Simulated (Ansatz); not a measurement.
A run for Ansatz (a program for electronic structure): U-BLYP/def2-TZVPP on Cl (SMILES [Cl]).

Ansatz 0.2 input:
```yaml
crystal:
  periodic: [false, false, false]
  atoms:
    - {symbol: Cl, position_ang: [0.00000000, 0.00000000, 0.00000000]}
basis:
  gaussian:
    orbitals: def2-TZVPP
hamiltonian:
  xc: {name: BLYP}
magnetization: {spin_polarized: true, initial_magnetization: 1}
```

It printed:

```
WARN ansatz: RAYON_NUM_THREADS=4 ignored (pool sized by the plan → 4); use --threads N
Functional definition: BLYP
integrals: 0.00 GiB planned
294 factors; their error is unknown
mean field: 0.12 GiB planned
mean field evaluation 1: about -12521.2069 eV, gradient 5.3e0 eV
mean field evaluation 2: about -12521.2930 eV, gradient 3.5e0 eV
mean field evaluation 4: about -12521.3373 eV, gradient 6.6e-2 eV
mean field evaluation 8: about -12521.3286 eV, gradient 9.2e-4 eV
mean field evaluation 16: about -12521.3286 eV, gradient 2.3e-5 eV
mean field evaluation 32: about -12521.3286 eV, gradient 5.4e-5 eV
mean field -12521.32859265 eV, -460.1503385185 hartree, gradient 5.4e-5 eV, S^2 0.752432; 2 other end points of the search recorded, 0 dependent functions left out
reference -12521.32880081 eV, -460.1503461684 hartree; 9, 8 occupied and 33, 34 virtual orbitals, 294 factors
Total energy: -12521.32880081 eV, -460.1503461684 hartree
```

Self-consistency was reached.

Cost: around 0.9 core-seconds (rough).
